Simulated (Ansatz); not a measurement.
Question: Name a neutral molecule of C, N, Zn and H with size of the dipole moment (B3LYP/def2-TZVPP) between 0.20 and 0.50 D and HOMO energy (PBE0/def2-TZVPP) between -5.80 and -5.50 eV (Ansatz, PBE0-D4/def2-TZVP geometry).

Answer: `[CH3][Zn][N](C)C` (0.43 D, -5.53 eV); `C[N](C)[ZnH]` (0.25 D, -5.70 eV). Other molecules can fit too; these were computed, each in one conformer that needn't be the lowest.

B3LYP here is the variant with VWN-RPA as its local correlation; programs differ in this.
